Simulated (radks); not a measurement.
These are the eigenvalues of the occupied orbitals of an atom or ion with whole-number occupations (Ry). All-electron calculation, scalar-relativistic Kohn-Sham, LDA (Slater exchange, VWN5 correlation), spin-unpolarised, spherical densities, point nucleus. Program: a radial shooting solver on a logarithmic mesh with Libxc functionals.

1s: -4644.488
2s: -790.6845
2p: -695.8499
3s: -179.1451
3p: -150.6914
3d: -116.4755
4s: -35.61471
4p: -26.27373
4d: -14.09074
5s: -4.49819
5p: -2.33659
4f: -0.72139
6s: -0.35278
5d: -0.14088

Which element is it, and in what charge state? The configuration may be excited.

Answer. Z = 71, lutetium, charge 0: Lu in [Xe] 4f14 5d1 6s2. The list shows which subshells hold electrons but not how many an open one holds; the 1s level, -2322.2 hartree, gives Z - s = 68.2 by -(Z - s)^2/2, which with screening and relativity narrows Z to a few neighbours, and the depths of the outer levels then fix element, charge and occupations together.
